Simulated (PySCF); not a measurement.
## Dipole response of Zn (zinc, neutral)

[Ar] 3d9 4s2 4p1, one real determinant (an excited configuration). Calculation: PySCF 2.14, in aug-cc-pVTZ-PP with one added diffuse shell each of s, p, d, f, g type with ECP10MDF (7s7p6d4f3g, 113 functions); scalar relativity through the core potential. Coupled (time-dependent) response in atomic units; α is the mean over directions.

```json
{"method": "wB97X-V", "mean α (bohr³)": "53.34", "α xx, yy, zz": "43.81, 43.81, 72.39", "C₆ (like pair)": "464.0", "S(−4)": "1637"}
```

S(−4) is the Cauchy moment in α(ω) = α(0) + S(−4) ω² + …

α(iu) at wB97X-V:

```json
{"u (hartree)": "0", "α(iu) (bohr³)": "53.34"}
{"u (hartree)": "0.0500", "α(iu) (bohr³)": "49.68"}
{"u (hartree)": "0.100", "α(iu) (bohr³)": "42.04"}
{"u (hartree)": "0.200", "α(iu) (bohr³)": "28.00"}
{"u (hartree)": "0.300", "α(iu) (bohr³)": "19.03"}
{"u (hartree)": "0.500", "α(iu) (bohr³)": "10.15"}
{"u (hartree)": "0.750", "α(iu) (bohr³)": "5.774"}
{"u (hartree)": "1.00", "α(iu) (bohr³)": "3.835"}
{"u (hartree)": "1.50", "α(iu) (bohr³)": "2.175"}
{"u (hartree)": "2.00", "α(iu) (bohr³)": "1.469"}
{"u (hartree)": "3.00", "α(iu) (bohr³)": "0.8484"}
{"u (hartree)": "5.00", "α(iu) (bohr³)": "0.4150"}
```

The components differ because the open shell of this determinant is not spherical; for a pure term their mean is the scalar polarisability.

⟨L²⟩ = 8.02 against 12 for a pure F term, so this real determinant mixes terms. Energies and moments cover only the electrons outside the core potential.
